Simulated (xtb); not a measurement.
CH5N2S, SMILES NC([NH3+])=S, charge +1. All values are semi-empirical tight-binding results from xtb (GFN2-xTB unless named), good for trends rather than for accurate numbers. Geometry: GFN2-xTB. The isomer is the one that the SMILES or the coordinates give; other isomers of the formula were not compared. The values are those of a single conformer.

```json
{
  "point_group_as_xtb_finds_it": "Cs",
  "orbital_gap": "2.39 eV",
  "zero_point_energy": "42.9 kcal/mol",
  "G − E(el) at 298.15 K (modified RRHO)": "25.1 kcal/mol",
  "static polarisability (D4 model)": "50.4 bohr³",
  "solvation energy, GFN2-xTB/ALPB(water)": "-79.3 kcal/mol",
  "solvation energy, GFN2-xTB/ALPB(thf)": "-68.0 kcal/mol"
}
```
